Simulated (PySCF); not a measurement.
**CH8O3Si3**

The system: CH8O3Si3, a molecule; neutral, singlet. The structure, one conformer, was relaxed in the gas phase by PBE0-D3(BJ)/def2-SVP. No frequency run checks that it is a minimum.

SMILES: C[SiH]1O[SiH2]O[SiH2]O1

Coordinates in Å:
```
O1      0.841   -0.634    0.901
Si2     1.783   -1.208   -0.340
O3      0.923   -1.026   -1.752
Si4    -0.578   -0.381   -2.067
O5     -1.233    0.101   -0.620
Si6    -0.703   -0.004    0.958
C7     -0.680    1.678    1.736
H8      3.036   -0.411   -0.417
H9      2.076   -2.649   -0.124
H10    -1.438   -1.421   -2.689
H11    -0.432    0.799   -2.960
H12    -1.579   -0.955    1.694
H13    -1.690    2.115    1.738
H14    -0.326    1.619    2.776
H15    -0.011    2.352    1.179
```

Shieldings: GIAO PBE0/pcSseg-1. Shifts are against computed references at the same level: C TMS (σ 184.4 ppm), H TMS (σ 31.27 ppm), Si TMS (σ 352.0 ppm). Core levels by delta-SCF with SCAN, pcX-2 on the ionised atom and pcseg-1 elsewhere, spin-free X2C (2p3/2 is the spin-free 2p value less a third of a first-order spin-orbit splitting); from the vacuum level, for chosen atoms.

(1) Give the shieldings and core levels atom by atom.

(2) By CAM-B3LYP/def2-SVPD (TDDFT singlets, Tamm-Dancoff triplets, ionisation by delta-SCF), where does absorption start, and what does vertical ionisation take?

Results:

(1) 
```tsv
atoms	bonded to	σ (ppm)	δ (ppm)	core level (eV)
O1 O5	2 Si	241.2	-	1s 537.91
Si2 Si4	2 O + 2 H	385.8	-33.8	2p3/2 108.10
O3	2 Si	251.4	-	1s 538.00
Si6	1 C + 2 O + 1 H	366.6	-14.6	2p3/2 107.85
C7	1 Si + 3 H	181.8	2.7	1s 290.43
H8 H11	1 Si	26.07	5.19	-
H9 H10	1 Si	26.06	5.21	-
H12	1 Si	26.05	5.22	-
H13 H14 H15	1 C	30.89	0.38	-
```

Values are those of this one static structure, with the three H of a rotating XH3 group averaged; atoms that internal rotation interchanges would show their mean in an NMR spectrum.

(2) The lowest singlet lies at 7.55 eV (f 0.016), the strongest of the first 6 at 8.33 eV (f 0.027), the lowest triplet at 7.20 eV; vertical ionisation takes 10.37 eV.
